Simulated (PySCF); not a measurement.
# Diatomic anions of Mg with the fifth-period p block

PBE0 with double-zeta basis sets in PySCF, for the lowest determinant that a PBE0 search found; no spin–orbit coupling. De refers to high-spin ground-configuration atoms (the charge goes to the atom of lower measured ionisation energy or higher electron affinity, which is not always the lowest computed limit). A positive dipole points towards Mg; it is taken about the centre of mass and depends on that origin.

| M | basis | charged atom | state (unpaired electrons) | Re (Å) | ωe (cm⁻¹) | De (eV) | μ (D) |
| --- | --- | --- | --- | --- | --- | --- | --- |
| Sn | aug-cc-pVDZ/aug-cc-pVDZ-PP | Sn− | quartet (σ ↑, π ↑↑) | 2.931 | 174 | 0.87 | -4.18 |
| Te | aug-cc-pVDZ/aug-cc-pVDZ-PP | Te− | doublet (σ ↑) | 2.564 | 321 | 1.72 | -1.00 |
| I | aug-cc-pVDZ/aug-cc-pVDZ-PP | I− | singlet (closed shell) | 2.935 | 164 | 0.74 | -5.59 |

The shortest bond is that of MgTe⁻ (2.564 Å), the longest that of MgI⁻ (2.935 Å).

The state changes along the series, so neighbouring rows are not always alike in their bonding.

Spin–orbit coupling is left out, which matters for elements this heavy, above all for dissociation energies. For an ion De counts to the pair picked by the measured ionisation energies or electron affinities, which need not be the lowest pair at this level. States were picked by a PBE0 search and need not be the measured ground states.
